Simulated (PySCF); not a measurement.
## Tm²⁺: fine-structure interval

Tm²⁺ [Xe] 4f13 [4f5/2^6 4f7/2^7, M_J = 7/2] → Tm²⁺ [Xe] 4f13 [4f5/2^5 4f7/2^8, M_J = 5/2], as a difference of total energies. All numbers are calculated (PySCF 2.14, the two-component X2C-1e Hamiltonian, in x2c-TZVPPall-2c (11s11p10d4f2g, 140 functions)). Correlated levels: [Ar] 3d10 frozen; the 18 highest virtual spinors dropped. "Screened" scales the spin-orbit matrix elements by Boettger's factors to mimic the two-electron term; Breit and QED terms are absent.

```json
{"method": "GHF (screened spin-orbit)", "fine-structure interval (cm⁻¹)": "9660.9"}
{"method": "GMP2 (screened spin-orbit)", "fine-structure interval (cm⁻¹)": "9584.2"}
{"method": "GHF (bare spin-orbit)", "fine-structure interval (cm⁻¹)": "16306"}
```
